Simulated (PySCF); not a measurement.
Excitations are Tamm–Dancoff values on a coarser integration grid. The basis has no diffuse functions, so Rydberg states are missing or too high.

**H$_{3}$BO, SMILES `OB` (charge 0, multiplicity 1)**

All values below come from M06-2X/def2-TZVP (PySCF).

```yaml
HOMO: -10.28 eV
dipole_moment: 1.58 D
HOMO–LUMO gap: 10.79 eV
LUMO: 0.50 eV
S1 excitation (TDA): 6.48 eV
S1 oscillator strength: 0.000
T1 excitation (TDA): 5.99 eV
S1–T1 gap (TDA): 0.49 eV
vertical ionisation energy (Delta-SCF): 12.00 eV
total_energy: -101.9066 Ha
cost: around 110 core-seconds (rough)
```

Bond lengths (Å): B1–O2 1.349, B1–H3 1.195, B1–H4 1.189, O2–H5 0.961. Bond angles (°): O2–B1–H3 120.5, O2–B1–H4 117.0, H3–B1–H4 122.6, B1–O2–H5 114.0.
Charge 0, spin multiplicity 1.
